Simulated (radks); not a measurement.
Values are calculated unless marked as measured or tabulated.
Question: Isoelectronic series with 30 electrons, each ion in its NIST ground configuration. Code: a radial shooting solver on a logarithmic mesh with Libxc functionals. Model: Dirac Kohn-Sham, PBEsol, spin-unpolarised, spherical densities, point nucleus. Total energies (hartree) and mean radii <r> (bohr):

ion    configuration  E (hartree)  4s1/2   3d5/2
Zn     [Ar] 3d10 4s2  -1794.66613  2.642  0.9154
Ga+    [Ar] 3d10 4s2  -1942.33102  2.210  0.8104
Ge2+   [Ar] 3d10 4s2  -2096.55146  1.937  0.7339
As3+   [Ar] 3d10 4s2  -2257.31275  1.740  0.6742
Se4+   [Ar] 3d10 4s2  -2424.61466  1.587  0.6254
Br5+   [Ar] 3d10 4s2  -2598.46538  1.464  0.5844
Kr6+   [Ar] 3d10 4s2  -2778.87860  1.362  0.5493
Rb7+   [Ar] 3d10 4s2  -2965.87192  1.274  0.5187
Sr8+   [Ar] 3d10 4s2  -3159.46597  1.199  0.4917
Nb11+  [Ar] 3d10 4s2  -3780.09423  1.021  0.4265

Estimate the row of Zr10+ ([Ar] 3d10 4s2).

Answer: E (hartree) -3566.55092; 4s1/2 1.074; 3d5/2 0.4461.
